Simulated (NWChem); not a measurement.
Species: BSi2H7O; SMILES OB([SiH3])[SiH3]

```xyz
11

B     -0.4935    -0.0109     0.0005
O     -1.8548    -0.0682     0.0002
H     -2.2778     0.8132    -0.0034
Si     0.5259     1.7650     0.0000
H      1.4399     1.8665    -1.1953
H      1.3862     1.8917     1.2324
H     -0.4132     2.9528    -0.0320
Si     0.5230    -1.7810     0.0002
H      1.4634    -1.8321     1.1807
H      1.3860    -1.8689    -1.2362
H     -0.3631    -2.9995     0.0463
```
Atoms are numbered in this order, from 1.

All runs: NWChem. Pople sets run with spherical d functions. Structure relaxed at the PBE-D3(BJ)/def2-SVP level.

Task: Taking TPSS/6-311++G** as the yardstick, which of these has the fewest basis functions while keeping “highest occupied level (eV)” within 0.05 eV of it: TPSS/STO-3G; TPSS/6-311G**; TPSS/6-31+G*; TPSS/3-21G; TPSS/6-31G*?

Result: TPSS/6-31+G* (a larger set in the list lies outside the tolerance).
| level | basis functions | highest occupied level (eV) | relative time (rough) |
|---|---|---|---|
| TPSS/STO-3G | 35 | -3.72 | 1 |
| TPSS/3-21G | 58 | -6.26 | 2 |
| TPSS/6-31G* | 78 | -6.18 | 4 |
| TPSS/6-31+G* | 94 | -6.36 | 5 |
| TPSS/6-311G** | 130 | -6.29 | 6 |
| TPSS/6-311++G** | 153 | -6.35 | 10 |

The yardstick is one finite set, not the basis-set limit.
